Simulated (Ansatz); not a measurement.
```yaml
crystal:
  periodic: [false, false, false]
  atoms:
    - {symbol: B, position_ang: [1.212099, 0.575470, -0.203644]}
    - {symbol: B, position_ang: [-0.282946, 0.825320, -1.039420]}
    - {symbol: H, position_ang: [0.967681, 0.759065, -1.505964]}
    - {symbol: B, position_ang: [-0.344431, 0.212044, 0.679965]}
    - {symbol: N, position_ang: [-0.595207, -1.379652, 0.648613]}
    - {symbol: H, position_ang: [0.278218, 0.473619, 1.692125]}
    - {symbol: H, position_ang: [1.825834, 1.548479, 0.164709]}
    - {symbol: H, position_ang: [1.805399, -0.490749, -0.178487]}
    - {symbol: H, position_ang: [-0.649911, 1.962234, -1.217903]}
    - {symbol: H, position_ang: [-0.862395, -0.044773, -1.669082]}
    - {symbol: H, position_ang: [-1.427171, 0.762143, 0.749998]}
    - {symbol: H, position_ang: [-1.133970, -1.625649, -0.184209]}
    - {symbol: H, position_ang: [0.302095, -1.865471, 0.589805]}
    - {symbol: H, position_ang: [-1.095283, -1.712089, 1.473486]}
basis:
  gaussian: {orbitals: "6-31++G**"}
magnetization: {spin_polarized: true, initial_magnetization: 0}
hamiltonian: {xc: {name: B97M-V}}
scf: {omitted_lower_state_checks: [starts]}
```

```sh
$ ansatz run in.yaml --threads 4 --pin off --events-out ev --progress --plain --max-ram 3916MiB
```

It prints (some lines left out):

```
Functional definition: B97M-V
1363 factors; their error is unknown
mean field evaluation 1: about -3671.1251 eV, gradient 4.7e1 eV
mean field evaluation 2: about -3658.9240 eV, gradient 6.6e1 eV
mean field evaluation 4: about -3683.0791 eV, gradient 2.9e0 eV
mean field evaluation 8: about -3683.1242 eV, gradient 3.6e-2 eV
mean field evaluation 16: about -3683.0430 eV, gradient 1.2e-4 eV
mean field -3683.04298373 eV, -135.3493331960 hartree, gradient 3.1e-6 eV, S^2 0.000000; 0 other end points of the search recorded, 0 dependent functions left out
reference -3683.04313139 eV, -135.3493386224 hartree; 16, 16 occupied and 120, 120 virtual orbitals, 1363 factors
Total energy: -3683.04313139 eV, -135.3493386224 hartree
Checks for a lower state left out: starts
```

Run time 9.5 s (4 threads of Arm Neoverse V1 on a shared host).

The 6-31G sets use Cartesian d functions.
